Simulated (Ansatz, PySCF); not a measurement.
System: PbCl, net charge 0, doublet state. 
Coordinates optimised at B3LYP-D3(BJ)/def2-TZVP (Ansatz, a first-principles code):
SMILES: [Cl][Pb]
```xyz
2

Pb     0.0000     0.0000    -0.4277
Cl     0.0000     0.0000     2.0631
```
Charge 0, spin multiplicity 2.

Dipole moments at this geometry, in debye (magnitudes).

```json
[
 {"level": "BLYP/def2-TZVPD", "program": "Ansatz", "dipole (D)": "3.40"},
 {"level": "M06-L/def2-TZVPD", "program": "PySCF", "dipole (D)": "3.68"},
 {"level": "PBE0/def2-TZVPD", "program": "Ansatz", "dipole (D)": "3.75"},
 {"level": "HSE06/def2-TZVPD", "program": "Ansatz", "dipole (D)": "…"},
 {"level": "CAM-B3LYP/def2-TZVPD", "program": "Ansatz", "dipole (D)": "3.90"},
 {"level": "CCSD(T)/def2-SVPD", "program": "Ansatz", "dipole (D)": "…"}
]
```

Question: Complete the blanks.

Answer: 
- HSE06/def2-TZVPD, dipole (D): 3.74
- CCSD(T)/def2-SVPD, dipole (D): 3.88
